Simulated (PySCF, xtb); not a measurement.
Ti(F)4 anion (F₄Ti), SMILES [F][Ti]([F])([F])[F] (connectivity only; charge and spin as stated), charge -1, multiplicity 2.

Harmonic wavenumbers (cm⁻¹) from GFN2-xTB (xtb) at its own minimum, in rising order: 104, 180, 180, 202, 212, 438, 442, 510, 511.

Problem. What does PBE-D3(BJ)/def2-SVPD (PySCF) give at its own minimum? (The exact figures need the calculation; the answer reports its results.)

Solution. 124, 167, 181, 181, 187, 544, 552, 617, 617. Paired by order, the mean absolute difference is 56 cm⁻¹ and the zero-point energies are 4.0 and 4.5 kcal/mol.
